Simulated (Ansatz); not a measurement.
`COC(F)[TeH]` + `N[SiH2]CF` → `N[SiH2]C(F)[TeH]` + `COCF`  (formal exchange of groups at a Te–C bond)

Isolated molecules relaxed with PBE0-D4/def2-TZVP in Ansatz; ΔE leaves out vibrations. CCSD(T)/CBS adds triple-zeta CCSD(T) − MP2 to the extrapolated MP2 energy (def2 sets, frozen cores). def2 core potentials past Kr. For Te outer-core shells are correlated without core-valence functions, which leaves a few kJ/mol of doubt a bond. One conformer a species, not always the lowest.

```csv
species,CCSD(T)/CBS(def2) energy (Eh)
`COC(F)[TeH]`,-521.76601
`N[SiH2]CF`,-485.25003
`N[SiH2]C(F)[TeH]`,-752.97095
`COCF`,-254.05716
```

(1) Work out ΔE.

Largest T1 diagnostic among the species: 0.012.

Results:

(1) ΔE = (-752.97095) + (-254.05716) − (-521.76601) − (-485.25003) = -0.01207 Eh = -7.6 kcal/mol.

In def2-TZVPP, CCSD(T) changes the Hartree–Fock value by −1.4 kcal/mol (the triples alone add −0.3 kcal/mol) and MP2 by −2.1 kcal/mol. The D4 term adds −1.2 kcal/mol with B3LYP and −0.6 kcal/mol with PBE0; it sums over pairs of atoms, weighted by their polarisabilities, and B3LYP, whose exchange is more repulsive, gets the larger term.

B3LYP here is the variant with VWN-RPA as its local correlation; programs differ in this.
